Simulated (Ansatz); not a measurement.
One change: `CC(Cl)I` becomes `CC(Cl)Br`.

Ansatz, PBE0-D4/def2-TZVP geometries, multiplicity 1. 

Elements past krypton have def2 core potentials. Scalar relativity is left out up to krypton. Spin–orbit coupling is left out; it splits and shifts lone-pair levels of the heavy atoms by tenths of an eV.

```json
{"property": "ideal-gas entropy at 298 K and 1 bar (rigid rotor, harmonic PBE0-D4/def2-TZVP) / J/(mol·K)", "`CC(Cl)I`": "323"}
{"property": "zero-point energy (PBE0-D4/def2-TZVP) / kJ/mol", "`CC(Cl)I`": "148.4"}
{"property": "size of the dipole moment (ωB97M-V/def2-TZVPP) / D", "`CC(Cl)I`": "1.84"}
{"property": "LUMO energy (B3LYP/def2-TZVPP) / eV", "`CC(Cl)I`": "-1.58"}
{"property": "LUMO energy (PBE/def2-TZVPP) / eV", "`CC(Cl)I`": "-2.24"}
{"property": "LUMO energy (PBE0/def2-TZVPP) / eV", "`CC(Cl)I`": "-1.34"}
```

(1) What does the change do to each property? (Best estimate.)

Answers

(1) Computed: 
```csv
property,`CC(Cl)Br`,shift
"ideal-gas entropy at 298 K and 1 bar (rigid rotor, harmonic PBE0-D4/def2-TZVP) / J/(mol·K)",315,-8
zero-point energy (PBE0-D4/def2-TZVP) / kJ/mol,149.5,1.1
size of the dipole moment (ωB97M-V/def2-TZVPP) / D,2.00,0.16
LUMO energy (B3LYP/def2-TZVPP) / eV,-0.82,0.76
LUMO energy (PBE/def2-TZVPP) / eV,-1.57,0.67
LUMO energy (PBE0/def2-TZVPP) / eV,-0.55,0.79
```

With PBE0 the HOMO falls by 0.66 eV and the LUMO rises by 0.79 eV, so the gap widens by about 1.45 eV. PBE moves the HOMO by -0.52 eV and ωB97M-V by -0.73 eV. Dipoles are sizes alone; their direction can turn.

B3LYP here is the variant with VWN-RPA as its local correlation; programs differ in this.
